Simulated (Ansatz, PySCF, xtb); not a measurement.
Gas-phase reaction R1 + R2 → P1 + P2, each structure at its B3LYP-D3(BJ)/def2-TZVP stationary point, reached from a drawn start (curvature not checked).
R1, C2H6AlCl (SMILES [CH3][Al]([CH3])[Cl]) (charge 0, multiplicity 1, Z-matrix in Å and degrees):
```
Al
C 1 1.9459
H 2 1.0919 1 112.61
H 2 1.0935 3 108.19 1 122.83
H 2 1.0940 3 107.96 4 114.83
C 1 1.9459 2 127.04 3 -3.14
H 6 1.0919 1 112.61 2 -3.68
H 6 1.0934 7 108.21 1 122.88
H 6 1.0940 7 107.94 8 114.83
Cl 1 2.1226 2 116.48 3 176.88
```
P1, C2H6AlF (SMILES [CH3][Al]([CH3])[F]) (charge 0, multiplicity 1):
```
atom    x (Å)    y (Å)    z (Å)
----  -------  -------  -------
C     -1.7197  -0.3666   0.0483
Al    -0.0468   0.6166  -0.1064
C      1.7563  -0.1028   0.0353
F     -0.1730   2.2513  -0.3934
H     -2.2321  -0.1090   0.9806
H     -1.5706  -1.4484   0.0435
H     -2.4060  -0.1125  -0.7637
H      2.2233  -0.1635  -0.9530
H      2.3965   0.5413   0.6434
H      1.7719  -1.1065   0.4656
```
P2: HCl (SMILES Cl), charge 0, multiplicity 1.
R2, HF (SMILES F) (charge 0, multiplicity 1):
```csv
atom,x (Å),y (Å),z (Å)
F,0.0000,0.0000,0.4622
H,0.0000,0.0000,-0.4622
```

P less R. No zero-point or thermal terms.

Frozen-core correlation throughout.

The values were computed with Ansatz (an electronic-structure program); PySCF for the D3/D4 terms; xtb for the GFN methods. All values are computed, each at the level named.

| level | reaction energy (eV) |
|---|---|
| GFN2-xTB | -0.854 |
| HF/cc-pV(T+d)Z | -0.237 |
| revPBE-D3(BJ)/def2-TZVPP | -0.157 |
| revPBE-D4/def2-TZVPP | -0.165 |
| BHLYP-D4/def2-TZVPP | -0.214 |
| wB97M-V/def2-TZVPP | -0.214 |
| B2PLYP/def2-TZVPP | -0.262 |
| CCSD(T)/cc-pV(T+d)Z | -0.247 |
| CCSD(T)/cc-pV(Q+d)Z | … |

Complete the blanks.


- CCSD(T)/cc-pV(Q+d)Z, reaction energy (eV): -0.234
